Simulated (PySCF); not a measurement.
## Mayer bond orders and bond lengths

Species: C₅H₇FOSi.
Atom-mapped SMILES: `[CH2:1]=[C:2]([CH3:3])[SiH2:4][C:5]([F:6])=[C:7]=[O:8]` (hydrogens: H9, H10 on C1; H11, H12, H13 on C3; H14, H15 on Si4)

Structure used (GFN2-xTB), in Å, numbered top down from 1:
```
atom  x, y, z in Å
C1    -0.4513    0.8559    1.3131
C2    -0.7703    0.0650    0.2957
C3    -2.0912   -0.6447    0.2516
Si4    0.3428   -0.2122   -1.2018
C5     2.1381    0.2999   -0.8266
F6     2.8307    0.7520   -1.9100
C7     2.6683    0.1026    0.3360
O8     2.9374   -0.1154    1.4498
H9     0.4881    1.3793    1.3631
H10   -1.1201    1.0099    2.1469
H11   -2.6460   -0.3475   -0.6370
H12   -1.9388   -1.7213    0.1968
H13   -2.6910   -0.4208    1.1310
H14    0.3299   -1.6298   -1.5922
H15   -0.0310    0.6351   -2.3383
```

Bond orders from the PBE0/pcSseg-1 density (PySCF). The structure is a single GFN2-xTB conformer in the gas phase; no vibrational or solvent corrections.

Task: How far do the computed orders between heavy atoms stray from the drawn ones?

Result: The largest departure is 0.337, at C5–C7 (drawn double, 1.663). Drawn single, order below 0.88: C2–Si4 (0.864), Si4–C5 (0.828) and C5–F6 (0.879). Drawn double or triple, more than 0.30 short of the drawn order: C5–C7 (1.663).

Task: Set the Mayer orders of the bonds between heavy atoms beside their lengths.

Result: 
| bond | drawn as | length (Å) | Mayer order |
| --- | --- | --- | --- |
| C1–C2 | double | 1.328 | 1.963 |
| C2–C3 | single | 1.500 | 1.042 |
| C2–Si4 | single | 1.886 | 0.864 |
| Si4–C5 | single | 1.904 | 0.828 |
| C5–F6 | single | 1.363 | 0.879 |
| C5–C7 | double | 1.293 | 1.663 |
| C7–O8 | double | 1.166 | 2.106 |

Bonds between the same two heavy elements. C–C: lowest C2–C3 (1.042, 1.500 Å), highest C1–C2 (1.963, 1.328 Å); in 1 of the 3 pairs the longer bond (by over 0.003 Å) has the higher order (by 0.02 or more). C–Si: lowest Si4–C5 (0.828, 1.904 Å), highest C2–Si4 (0.864, 1.886 Å).

Task: And the bonds to hydrogen?

Result: C–H: 0.95 to 0.96 (5 bonds); H–Si: 0.93 to 0.94 (2 bonds).

Task: Sum the orders of all bonds at each heavy atom with more than one neighbour and set the sums beside the valence in the SMILES.

Result: C1 3.859 (drawn 4), C2 3.869 (drawn 4), C3 3.904 (drawn 4), Si4 3.558 (drawn 4), C5 3.370 (drawn 4), C7 3.769 (drawn 4). Orders between atoms that aren't bonded are not in these sums.

For a closed shell the Mayer order of atoms A and B is Σ (PS)μν (PS)νμ over the basis functions μ on A and ν on B, with P the density and S the overlap matrix.
